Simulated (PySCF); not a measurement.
B(F)(NMe2)(SH) (C2H7BFNS), SMILES CN(B(F)S)C. Geometry: PBE0-D3(BJ)/def2-SVP. This is a generated structure with no PubChem entry under its InChIKey; it may be hypothetical. Other conformers were not sampled.

Computed equilibrium geometry at PBE0-D3(BJ)/def2-SVP (PySCF confirms it by a frequency run) as a Z-matrix (one conformer of several):
```
N
B 1 1.4045
F 2 1.3414 1 118.76
C 1 1.4390 2 125.53 3 174.90
H 4 1.0973 1 111.07 2 -14.61
H 4 1.1039 5 107.09 1 120.59
H 4 1.1058 5 108.51 6 115.65
C 1 1.4462 2 120.42 3 -6.88
H 8 1.0961 1 110.25 2 1.06
H 8 1.1047 9 108.37 1 -121.72
H 8 1.1049 9 108.37 10 -116.50
S 2 1.8298 3 113.85 9 -174.38
H 12 1.3465 2 97.90 3 169.34
```
